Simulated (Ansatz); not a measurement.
System: CH$_{2}$F, net charge -1, singlet state. It need not be the lowest isomer of its formula. Whether it binds its extra electron was not tested at this geometry. 
Geometry from a B3LYP-D3(BJ)/def2-TZVP (Ansatz, a first-principles code) optimisation:
```
C
H 1 1.1192
H 1 1.1192 2 101.37
F 1 1.5213 2 100.52 3 -103.11
```
Charge -1, spin multiplicity 1.

Basis-set convergence of Hartree-Fock and CCSD(T) correlation energies (hartree) with Ansatz. Cores are frozen in the correlated levels unless marked. No spin-orbit coupling. No relativistic terms.

| basis | functions | E(HF) | E(corr, CCSD(T)) |
|---|---|---|---|
| aug-cc-pVDZ | 64 | -138.38160 | -0.40336 |
| aug-cc-pVTZ | 138 | -138.41637 | -0.48793 |
| aug-cc-pVQZ | 252 | -138.42545 | -0.51551 |

Extrapolating the two largest sets (X = 3 and 4) as X^-3: E(corr) = (64·(-0.51551) - 27·(-0.48793))/37 = -0.5356 Eh, an estimate of the basis-set limit. The largest set recovers 96.2 % of it, the smallest 75.3 %.
